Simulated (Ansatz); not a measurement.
Program: Ansatz. Geometries: PBE0-D4/def2-TZVP. ΔE: electronic, gas phase. CCSD(T)/CBS is the MP2 limit (def2-TZVPP, def2-QZVPP) plus CCSD(T) − MP2 in def2-TZVPP, frozen cores. Functionals use def2-TZVPP. Elements past krypton have def2 core potentials. For In outer-core shells are correlated without core-valence functions, which leaves a few kJ/mol of doubt a bond. One conformer a species, not always the lowest.

`FB1CC1[SiH3]` + `[CH3][In]([OH])[F]` → `[CH3][In]([F])[O][SiH3]` + `FB1CC1`  (ligand exchange at the Si–C bond)

`FB1CC1[SiH3]`:

Cartesian coordinates in Å:
```
F -2.504 1.099 0.008
B -1.447 0.382 0.294
C -0.864 -0.950 0.697
C 0.042 0.357 0.528
Si 1.260 0.356 -0.868
H -0.689 -1.749 -0.018
H -0.991 -1.319 1.712
H 0.425 0.790 1.452
H 0.598 -0.210 -2.077
H 2.444 -0.490 -0.554
H 1.726 1.734 -1.175
```

`[CH3][In]([OH])[F]`:

```xyz
8

C     1.352    0.042   -0.250
In   -0.692   -0.397    0.135
O    -2.332    0.664    0.417
F    -1.233   -2.267    0.273
H     1.767    0.612    0.581
H     1.891   -0.896   -0.361
H     1.436    0.630   -1.164
H    -2.187    1.612    0.370
```

`[CH3][In]([F])[O][SiH3]`:

Cartesian coordinates in Å:
```
C -0.816 -0.823 1.975
In -1.203 0.378 0.272
F -2.876 1.327 -0.026
O -0.064 0.785 -1.284
Si 1.437 0.442 -1.803
H 0.246 -0.786 2.210
H -1.406 -0.454 2.812
H -1.104 -1.850 1.751
H 1.391 -0.305 -3.090
H 2.222 1.690 -2.004
H 2.173 -0.405 -0.812
```

`FB1CC1`:

Cartesian coordinates in Å:
```
F 1.608 1.135 1.176
B 0.689 0.486 0.504
C 0.324 -0.338 -0.707
C -0.749 0.039 0.396
H 0.194 0.122 -1.683
H 0.596 -1.388 -0.775
H -1.532 0.728 0.091
H -1.130 -0.782 0.998
```

CCSD(T)/CBS gives -21.6 kcal/mol.

(1) Another level gave -21.7 kcal/mol. Which?
A. CCSD(T)/def2-TZVPP
B. PBE0/def2-TZVPP
C. SCS-MP2/def2-TZVPP
D. PBE/def2-TZVPP

Largest T1 diagnostic among the species: 0.016.

Answers

(1) A. CCSD(T)/def2-TZVPP -21.7, PBE -18.0, SCS-MP2/def2-TZVPP -22.9, PBE0 -19.8 kcal/mol.

From PBE to PBE0 (25 % exact exchange), in def2-TZVPP and without D4, ΔE moves by −1.8 kcal/mol. In def2-TZVPP, CCSD(T) changes the Hartree–Fock value by +6.3 kcal/mol (the triples alone add +1.0 kcal/mol) and MP2 by +6.4 kcal/mol.
